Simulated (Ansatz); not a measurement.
Born–Oppenheimer molecular dynamics of CH8AlBFNSi (14 atoms, charge 0, multiplicity 1). It goes on from the last frame of an earlier run, with new velocities.

Theory: Ansatz 0.2.0, RKS PBE/STO-3G.

```json
{
 "ensemble": "NVE (velocity Verlet)",
 "time step": "0.25 fs",
 "steps asked": "166",
 "starting velocities drawn for": "50 K",
 "seed": "951182"
}
```

Frames 0.5 fs apart, positions in Å, forces in eV/Å.

Velocities at 20.0 fs (Å/ps):

```
N -2.07 -2.19 1.33
Si 2.43 0.98 1.12
C 2.51 -2.98 0.47
B 1.61 2.82 0.04
F -1.58 -1.43 0.93
Al -1.33 0.40 -0.47
H -7.86 -6.43 -25.18
H -14.59 3.89 8.24
H -14.17 15.62 -5.31
H 15.62 -9.47 -23.42
H -2.26 -6.83 -16.36
H 7.47 -18.24 9.43
H -10.75 32.30 -3.98
H 5.67 13.67 -4.17
```

```xyz
14
Properties=species:S:1:pos:R:3:forces:R:3 time_fs=20.0 energy_less_start_eV=-0.206 T=183
N 0.146 -1.474 2.344 0.07 2.86 -0.95
Si 0.735 -0.407 0.911 -0.95 -2.92 1.09
C 0.057 -0.726 -0.854 0.76 -2.28 0.40
B 0.287 0.645 -1.522 -1.50 1.35 -0.03
F 1.352 0.827 -2.266 1.11 0.23 -0.75
Al -1.165 2.098 -1.103 1.86 -0.34 0.07
H 0.819 -2.232 2.499 1.29 -1.32 -0.04
H -0.720 -1.988 2.095 -0.94 -0.45 -0.46
H 0.492 0.909 1.282 -0.66 1.77 0.48
H 2.145 -0.516 0.930 1.16 -0.23 -0.15
H 0.573 -1.661 -1.295 -0.70 1.35 0.56
H -1.026 -0.919 -0.797 -0.15 -0.30 0.19
H -0.874 2.957 0.145 -0.64 -0.04 -0.41
H -2.248 2.243 -2.124 -0.70 0.34 0.00
14
Properties=species:S:1:pos:R:3:forces:R:3 time_fs=20.5 energy_less_start_eV=-0.248 T=210
N 0.145 -1.475 2.345 -0.04 2.79 -0.96
Si 0.737 -0.407 0.912 -0.82 -2.70 1.09
C 0.058 -0.728 -0.854 0.78 -2.27 0.34
B 0.288 0.647 -1.522 -1.61 1.23 0.07
F 1.351 0.826 -2.265 1.17 0.25 -0.80
Al -1.166 2.098 -1.104 1.86 -0.23 0.15
H 0.816 -2.237 2.486 1.27 -1.35 -0.04
H -0.729 -1.987 2.098 -0.77 -0.34 -0.44
H 0.484 0.919 1.280 -0.58 1.47 0.41
H 2.154 -0.521 0.919 0.92 -0.19 -0.11
H 0.571 -1.662 -1.302 -0.68 1.39 0.61
H -1.022 -0.929 -0.792 -0.18 -0.26 0.18
H -0.880 2.973 0.142 -0.64 -0.13 -0.49
H -2.246 2.250 -2.126 -0.70 0.32 0.00
14
Properties=species:S:1:pos:R:3:forces:R:3 time_fs=21.0 energy_less_start_eV=-0.311 T=250
N 0.144 -1.476 2.345 -0.06 2.50 -0.93
Si 0.738 -0.406 0.912 -0.65 -2.37 1.10
C 0.059 -0.730 -0.853 0.71 -2.15 0.31
B 0.288 0.649 -1.522 -1.69 1.10 0.15
F 1.351 0.825 -2.265 1.22 0.27 -0.83
Al -1.166 2.098 -1.104 1.83 -0.12 0.19
H 0.817 -2.245 2.474 1.09 -1.20 -0.08
H -0.739 -1.986 2.101 -0.51 -0.19 -0.40
H 0.475 0.932 1.278 -0.47 1.07 0.31
H 2.166 -0.527 0.906 0.63 -0.14 -0.06
H 0.567 -1.661 -1.308 -0.60 1.34 0.62
H -1.019 -0.939 -0.786 -0.19 -0.20 0.16
H -0.887 2.988 0.139 -0.63 -0.21 -0.55
H -2.246 2.258 -2.128 -0.67 0.29 0.01
14
Properties=species:S:1:pos:R:3:forces:R:3 time_fs=21.5 energy_less_start_eV=-0.379 T=294
N 0.143 -1.475 2.346 -0.02 2.02 -0.87
Si 0.739 -0.406 0.913 -0.46 -1.98 1.09
C 0.061 -0.733 -0.853 0.57 -1.92 0.34
B 0.288 0.651 -1.522 -1.74 0.96 0.23
F 1.350 0.825 -2.265 1.24 0.29 -0.85
Al -1.166 2.099 -1.104 1.75 -0.01 0.18
H 0.820 -2.256 2.461 0.76 -0.89 -0.14
H -0.750 -1.986 2.102 -0.20 -0.03 -0.35
H 0.464 0.948 1.278 -0.34 0.62 0.21
H 2.179 -0.533 0.894 0.31 -0.08 -0.01
H 0.562 -1.656 -1.313 -0.47 1.18 0.58
H -1.016 -0.949 -0.780 -0.17 -0.14 0.14
H -0.897 3.004 0.134 -0.61 -0.28 -0.58
H -2.247 2.267 -2.130 -0.61 0.26 0.04
14
Properties=species:S:1:pos:R:3:forces:R:3 time_fs=22.0 energy_less_start_eV=-0.434 T=329
N 0.142 -1.475 2.346 0.09 1.45 -0.79
Si 0.740 -0.407 0.914 -0.26 -1.58 1.07
C 0.063 -0.736 -0.852 0.35 -1.60 0.41
B 0.288 0.653 -1.522 -1.77 0.81 0.29
F 1.350 0.824 -2.265 1.23 0.30 -0.85
Al -1.166 2.099 -1.104 1.64 0.10 0.14
H 0.825 -2.269 2.447 0.36 -0.50 -0.20
H -0.762 -1.986 2.103 0.12 0.13 -0.30
H 0.453 0.966 1.278 -0.21 0.15 0.10
H 2.192 -0.539 0.882 -0.02 -0.03 0.05
H 0.556 -1.648 -1.316 -0.28 0.93 0.48
H -1.014 -0.960 -0.774 -0.13 -0.07 0.12
H -0.907 3.018 0.127 -0.59 -0.33 -0.60
H -2.250 2.276 -2.132 -0.54 0.22 0.09
14
Properties=species:S:1:pos:R:3:forces:R:3 time_fs=22.5 energy_less_start_eV=-0.466 T=350
N 0.141 -1.474 2.346 0.24 0.86 -0.71
Si 0.741 -0.407 0.915 -0.08 -1.18 1.03
C 0.065 -0.739 -0.852 0.07 -1.18 0.54
B 0.287 0.656 -1.522 -1.77 0.66 0.34
F 1.350 0.824 -2.265 1.21 0.31 -0.84
Al -1.166 2.099 -1.105 1.50 0.20 0.06
H 0.831 -2.283 2.434 -0.06 -0.07 -0.26
H -0.774 -1.985 2.103 0.42 0.27 -0.26
H 0.442 0.983 1.278 -0.08 -0.29 -0.01
H 2.206 -0.545 0.870 -0.33 0.03 0.11
H 0.549 -1.639 -1.318 -0.05 0.59 0.33
H -1.012 -0.971 -0.768 -0.07 -0.01 0.09
H -0.919 3.032 0.120 -0.55 -0.37 -0.58
H -2.254 2.286 -2.134 -0.45 0.18 0.15
14
Properties=species:S:1:pos:R:3:forces:R:3 time_fs=23.0 energy_less_start_eV=-0.469 T=352
N 0.140 -1.474 2.345 0.40 0.30 -0.64
Si 0.742 -0.408 0.916 0.08 -0.82 0.97
C 0.066 -0.742 -0.851 -0.26 -0.69 0.70
B 0.286 0.658 -1.522 -1.73 0.50 0.37
F 1.350 0.823 -2.265 1.15 0.32 -0.81
Al -1.166 2.099 -1.105 1.34 0.28 -0.04
H 0.837 -2.297 2.419 -0.45 0.34 -0.29
H -0.785 -1.984 2.102 0.68 0.39 -0.23
H 0.430 1.000 1.279 0.04 -0.69 -0.10
H 2.218 -0.551 0.858 -0.61 0.08 0.17
H 0.542 -1.627 -1.319 0.22 0.18 0.14
H -1.010 -0.982 -0.761 -0.01 0.06 0.07
H -0.933 3.045 0.110 -0.51 -0.39 -0.55
H -2.259 2.296 -2.135 -0.35 0.13 0.22
14
Properties=species:S:1:pos:R:3:forces:R:3 time_fs=23.5 energy_less_start_eV=-0.447 T=337
N 0.139 -1.473 2.345 0.55 -0.18 -0.58
Si 0.743 -0.408 0.917 0.21 -0.51 0.89
C 0.068 -0.746 -0.850 -0.60 -0.15 0.90
B 0.284 0.661 -1.521 -1.66 0.34 0.39
F 1.350 0.823 -2.265 1.07 0.32 -0.76
Al -1.166 2.099 -1.105 1.16 0.36 -0.17
H 0.841 -2.311 2.404 -0.78 0.69 -0.29
H -0.794 -1.982 2.101 0.87 0.48 -0.20
H 0.418 1.016 1.279 0.15 -1.03 -0.17
H 2.230 -0.556 0.846 -0.84 0.13 0.23
H 0.536 -1.616 -1.320 0.50 -0.27 -0.07
H -1.009 -0.993 -0.755 0.05 0.12 0.04
H -0.947 3.057 0.100 -0.46 -0.39 -0.49
H -2.265 2.307 -2.136 -0.24 0.08 0.29
14
Properties=species:S:1:pos:R:3:forces:R:3 time_fs=24.0 energy_less_start_eV=-0.410 T=314
N 0.138 -1.472 2.345 0.70 -0.55 -0.54
Si 0.744 -0.409 0.918 0.30 -0.26 0.81
C 0.070 -0.750 -0.849 -0.93 0.39 1.11
B 0.282 0.664 -1.521 -1.56 0.18 0.38
F 1.351 0.822 -2.265 0.97 0.32 -0.69
Al -1.165 2.099 -1.105 0.97 0.43 -0.31
H 0.844 -2.323 2.389 -1.03 0.97 -0.28
H -0.800 -1.979 2.100 0.98 0.53 -0.19
H 0.406 1.029 1.279 0.25 -1.31 -0.23
H 2.239 -0.562 0.835 -1.02 0.18 0.29
H 0.531 -1.605 -1.321 0.78 -0.71 -0.30
H -1.007 -1.004 -0.748 0.11 0.18 0.01
H -0.963 3.068 0.088 -0.40 -0.37 -0.41
H -2.271 2.318 -2.136 -0.13 0.02 0.35
14
Properties=species:S:1:pos:R:3:forces:R:3 time_fs=24.5 energy_less_start_eV=-0.372 T=290
N 0.138 -1.471 2.345 0.84 -0.80 -0.52
Si 0.745 -0.409 0.920 0.36 -0.06 0.72
C 0.071 -0.753 -0.848 -1.20 0.87 1.29
B 0.280 0.667 -1.520 -1.44 0.02 0.37
F 1.351 0.822 -2.266 0.85 0.31 -0.62
Al -1.165 2.100 -1.105 0.78 0.49 -0.46
H 0.845 -2.333 2.372 -1.19 1.15 -0.24
H -0.805 -1.975 2.098 1.02 0.56 -0.19
H 0.396 1.039 1.278 0.34 -1.51 -0.27
H 2.246 -0.567 0.825 -1.15 0.21 0.34
H 0.527 -1.596 -1.323 1.01 -1.09 -0.50
H -1.005 -1.014 -0.741 0.14 0.22 -0.01
H -0.980 3.078 0.076 -0.34 -0.34 -0.31
H -2.278 2.328 -2.135 -0.02 -0.04 0.41
14
Properties=species:S:1:pos:R:3:forces:R:3 time_fs=25.0 energy_less_start_eV=-0.348 T=274
N 0.137 -1.470 2.344 0.96 -0.93 -0.52
Si 0.746 -0.410 0.921 0.38 0.08 0.63
C 0.072 -0.757 -0.847 -1.37 1.23 1.40
B 0.277 0.670 -1.520 -1.29 -0.14 0.33
F 1.352 0.821 -2.266 0.71 0.31 -0.52
Al -1.164 2.100 -1.105 0.59 0.53 -0.61
H 0.842 -2.339 2.355 -1.26 1.25 -0.18
H -0.807 -1.969 2.095 0.98 0.55 -0.20
H 0.386 1.045 1.276 0.41 -1.64 -0.29
H 2.250 -0.572 0.816 -1.22 0.24 0.39
H 0.526 -1.589 -1.326 1.16 -1.33 -0.63
H -1.002 -1.024 -0.734 0.16 0.25 -0.04
H -0.997 3.087 0.062 -0.28 -0.30 -0.20
H -2.285 2.339 -2.134 0.07 -0.09 0.46
14
Properties=species:S:1:pos:R:3:forces:R:3 time_fs=25.5 energy_less_start_eV=-0.347 T=274
N 0.137 -1.470 2.343 1.07 -0.94 -0.53
Si 0.747 -0.411 0.922 0.36 0.16 0.54
C 0.073 -0.760 -0.845 -1.43 1.41 1.41
B 0.274 0.672 -1.519 -1.11 -0.29 0.28
F 1.352 0.821 -2.267 0.55 0.30 -0.42
Al -1.164 2.100 -1.106 0.40 0.57 -0.76
H 0.837 -2.343 2.338 -1.25 1.25 -0.12
H -0.807 -1.962 2.092 0.87 0.51 -0.22
H 0.377 1.047 1.274 0.46 -1.70 -0.29
H 2.251 -0.575 0.807 -1.23 0.27 0.44
H 0.528 -1.585 -1.331 1.21 -1.40 -0.66
H -0.999 -1.033 -0.727 0.16 0.27 -0.07
H -1.015 3.096 0.048 -0.21 -0.25 -0.08
H -2.291 2.350 -2.131 0.16 -0.15 0.49
```

Of the whole run (42 fs, mean temperature of the second half 320 K): The conserved energy stayed within 0.07 meV per atom of its start (net change -0.054 meV per atom), so the integration is sound. The system heated up, since it started high on the potential surface and ran downhill. A run of 0.042 ps of so small a system gives no equilibrium averages. Limits of this set-up: minimal basis.

Run time: 3.5 min on 1 thread of Intel(R) Xeon(R) 6975P-C (Granite Rapids), with other jobs on the host, peak memory 0.099 GiB.
